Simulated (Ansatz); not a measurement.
Program: Ansatz. Geometries: PBE0-D4/def2-TZVP. ΔE: electronic, gas phase. CCSD(T)/CBS adds triple-zeta CCSD(T) − MP2 to the extrapolated MP2 energy (def2 sets, frozen cores). Functionals use def2-TZVPP. B3LYP here is the variant with VWN-RPA as its local correlation; programs differ in this. def2 core potentials past Kr. For Sn outer-core shells are correlated without core-valence functions, which leaves a few kJ/mol of doubt a bond. Each species was taken in one conformer, which may not be the lowest.

`[OH][Al]([SiH3])[SnH3]` + `CO[SiH2]Cl` → `Cl[SiH2][O][SnH3]` + `[CH3][Al]([OH])[SiH3]`  (redistribution)

`[OH][Al]([SiH3])[SnH3]`:

```xyz
11

O    -0.820    2.112   -0.541
Al   -0.272    0.557   -0.129
Si   -1.821   -1.080    0.861
Sn    2.299    0.163   -0.661
H    -1.719    2.410   -0.408
H    -3.189   -0.526    1.078
H    -1.311   -1.558    2.179
H    -1.952   -2.278   -0.018
H     2.685    0.492   -2.295
H     2.785   -1.451   -0.359
H     3.313    1.160    0.293
```

`CO[SiH2]Cl`:

Cartesian coordinates in Å:
```
C 0.468 1.067 -0.743
O -0.601 0.544 0.018
Si -0.553 -0.872 0.815
Cl -0.292 -2.444 -0.486
H 0.215 2.091 -1.021
H 0.623 0.481 -1.653
H 1.401 1.080 -0.168
H -1.856 -1.026 1.487
H 0.596 -0.922 1.751
```

`Cl[SiH2][O][SnH3]`:

Cartesian coordinates in Å:
```
Cl 1.260 -1.633 1.280
Si -0.245 -1.610 -0.145
O -0.619 -0.090 -0.520
Sn 0.074 1.689 -0.013
H 0.283 -2.344 -1.318
H -1.400 -2.316 0.453
H 1.718 1.715 -0.450
H -0.885 2.736 -0.947
H -0.185 1.853 1.659
```

`[CH3][Al]([OH])[SiH3]`:

```xyz
11

C     1.714    0.878   -0.636
Al   -0.151    0.382   -0.417
O    -1.285    1.176   -1.407
Si   -0.958   -1.302    1.187
H     1.841    1.636   -1.413
H     2.326    0.010   -0.903
H     2.129    1.275    0.297
H    -2.223    0.997   -1.370
H    -0.318   -2.631    0.957
H    -0.641   -0.915    2.593
H    -2.434   -1.508    1.113
```

```tsv
level	ΔE (kJ/mol)	difference from CCSD(T)/CBS
r2SCAN-D4	-93.1	4.0
B3LYP-D4	-89.1	8.0
B2PLYP	-93.4	3.7
PBE	-76.4	20.7
r2SCAN	-92.7	4.4
PBE0	-78.8	18.3
B3LYP	-86.0	11.1
CCSD(T)/def2-TZVPP	-92.9	4.2
SCS-MP2/def2-QZVPP	-103.0	-5.9
MP2/CBS(def2)	-105.1	-8.0
CCSD(T)/CBS	-97.1	0
```

Largest T1 diagnostic among the species: 0.014.

The D4 term adds −3.1 kJ/mol with B3LYP and −1.5 kJ/mol with PBE0; it sums over pairs of atoms, weighted by their polarisabilities, and B3LYP, whose exchange is more repulsive, gets the larger term.
